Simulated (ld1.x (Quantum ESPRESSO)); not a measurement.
**Scattering properties, RRKJ potential for O**

| Property | Result |
| --- | --- |
| Element | O (Z = 8) |
| Generator | ld1.x (Quantum ESPRESSO) 7.5 |
| Type | norm-conserving RRKJ (Kleinman–Bylander form) |
| Functional | PBEsol |
| Relativity | fully relativistic |
| Frozen core | [He] |
| Valence charge | 6 |
| Reference configuration | 2s1.75 2p4.25 |
| Partial waves | 2s (bound): rc 0.85 bohr; 2p (bound): rc 1.00 bohr |
| Local potential | all-electron potential smoothed inside 0.70 bohr (lloc = -2) |
| Core correction | none |

Open shells are filled in proportion to 2j + 1 (rel_dist='average').

The phase is arctan(r·u′/u) with u = r·R(r), unwrapped; energies in Ry, scanned from -4 to 5 Ry. A pole is an energy at which the radial function vanishes at the test radius. The pseudo phase is shifted by a multiple of π to meet the all-electron one at the reference energy, and phase errors are pseudo minus all-electron; the curves can meet again beyond the range given. Levels narrower than the energy grid can be missing from the lists of poles.

```
channel  radius (bohr)  reference energy (Ry)  poles, all-electron  poles, pseudo  unbroken range about the reference energy with phases within 0.05 rad  phase error 1 Ry above the reference energy (rad)
      s           1.09                  -1.76                 4.90           4.79                                                        the whole range                                             -0.000
   p1/2           1.09                  -0.67                 4.07           4.14                                                        the whole range                                             +0.001
   p3/2           1.09                  -0.67                 4.08           4.15                                                        the whole range                                             +0.001
```

Phases in the p3/2 channel:

| E (Ry) | all-electron | pseudo |
| --- | --- | --- |
| -4.00 | 0.959 | 0.960 |
| -3.76 | 0.927 | 0.928 |
| -3.52 | 0.890 | 0.891 |
| -3.28 | 0.848 | 0.849 |
| -3.04 | 0.799 | 0.800 |
| -2.80 | 0.742 | 0.744 |
| -2.56 | 0.675 | 0.676 |
| -2.32 | 0.596 | 0.597 |
| -2.08 | 0.502 | 0.503 |
| -1.84 | 0.391 | 0.392 |
| -1.60 | 0.260 | 0.261 |
| -1.36 | 0.110 | 0.111 |
| -1.12 | -0.056 | -0.056 |
| -0.88 | -0.231 | -0.231 |
| -0.64 | -0.406 | -0.406 |
| -0.40 | -0.570 | -0.570 |
| -0.16 | -0.717 | -0.716 |
| 0.08 | -0.844 | -0.844 |
| 0.32 | -0.953 | -0.952 |
| 0.56 | -1.045 | -1.044 |
| 0.80 | -1.122 | -1.121 |
| 1.04 | -1.188 | -1.186 |
| 1.28 | -1.244 | -1.242 |
| 1.52 | -1.292 | -1.290 |
| 1.76 | -1.335 | -1.332 |
| 2.00 | -1.371 | -1.369 |
| 2.24 | -1.404 | -1.401 |
| 2.48 | -1.433 | -1.430 |
| 2.72 | -1.459 | -1.456 |
| 2.96 | -1.483 | -1.480 |
| 3.20 | -1.505 | -1.501 |
| 3.44 | -1.525 | -1.521 |
| 3.68 | -1.543 | -1.539 |
| 3.92 | -1.560 | -1.556 |
| 4.16 | -1.576 | -1.571 |
| 4.40 | -1.591 | -1.586 |
| 4.64 | -1.606 | -1.600 |
| 4.88 | -1.619 | -1.614 |
